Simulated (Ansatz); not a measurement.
A CCSD(T) single point on `N[SiH2]O[SiH2]N`.

```yaml
crystal:
  periodic: [false, false, false]
  atoms:
    - {symbol: N, position_ang: [-1.757072, -0.056566, -1.355255]}
    - {symbol: Si, position_ang: [-0.209472, -0.767272, -1.460636]}
    - {symbol: O, position_ang: [0.982538, -0.019616, -0.621797]}
    - {symbol: Si, position_ang: [1.262047, 0.738206, 0.803229]}
    - {symbol: N, position_ang: [0.458407, 0.091796, 2.162495]}
    - {symbol: H, position_ang: [-1.996533, 0.799251, -1.826189]}
    - {symbol: H, position_ang: [-2.395782, -0.270553, -0.608959]}
    - {symbol: H, position_ang: [-0.351238, -2.151636, -0.944656]}
    - {symbol: H, position_ang: [0.219012, -0.736805, -2.877844]}
    - {symbol: H, position_ang: [2.721240, 0.633550, 1.033478]}
    - {symbol: H, position_ang: [0.810249, 2.146825, 0.683463]}
    - {symbol: H, position_ang: [-0.475765, 0.364893, 2.414158]}
    - {symbol: H, position_ang: [0.732367, -0.772085, 2.598504]}
basis:
  gaussian: {orbitals: def2-TZVPP}
correlation: {method: ccsd_t}
```

```sh
$ ansatz run in.yaml --threads 2 --pin off --events-out ev --progress --plain --max-ram 32768MiB --backend cuda --devices 0, --max-vram 18GiB
```

Log, shortened:

```
Functional definition: HF
1673 factors; integrals over basis functions are off by at most 8.9e-4 eV
mean field evaluation 1: about -20852.8761 eV, gradient 5.6e1 eV
mean field evaluation 2: about -20853.1490 eV, gradient 5.7e1 eV
mean field evaluation 4: about -20859.3031 eV, gradient 4.2e0 eV
mean field evaluation 8: about -20859.3746 eV, gradient 2.7e-1 eV
mean field -20859.37480101 eV, -766.5678849452 hartree, gradient 9.1e-6 eV, S^2 0.000000; 0 other end points of the search recorded, 0 dependent functions left out
13 core orbitals not correlated: weight in the atoms' cores, before any rotation towards them, 1.000 or more for the frozen orbitals, at most 0.000 for the correlated occupied ones
reference -20859.37480101 eV, -766.5678849452 hartree; 16, 16 occupied and 260, 260 virtual orbitals, 1673 factors
second order -24.79444097 eV of doubles, -0.00000000 eV of singles
cycle   1  -25.32898440 eV  change   -5.3e-1 eV  update   1.0e-1
cycle   2  -25.92643452 eV  change   -6.0e-1 eV  update   2.9e-2
cycle   3  -26.05003296 eV  change   -1.2e-1 eV  update   1.4e-2
cycle   4  -26.03730505 eV  change    1.3e-2 eV  update   3.3e-3
cycle   5  -26.03675496 eV  change    5.5e-4 eV  update   1.5e-3
cycle   6  -26.03724577 eV  change   -4.9e-4 eV  update   4.3e-4
cycle   7  -26.03697645 eV  change    2.7e-4 eV  update   1.5e-4
cycle   8  -26.03693905 eV  change    3.7e-5 eV  update   4.5e-5
cycle   9  -26.03694835 eV  change   -9.3e-6 eV  update   1.6e-5
perturbative correction -0.92187210 eV, -0.0338781746 hartree
Total energy: -20886.33362146 eV, -767.5586033232 hartree
```

Run time 4.2 s (2 threads of an AMD EPYC 7R13 on a shared host and a share of an NVIDIA H100 80 GB); peak host memory 0.84 GiB.

Correlation energy per correlated electron: -0.842 eV. T1 diagnostic: 0.0109.
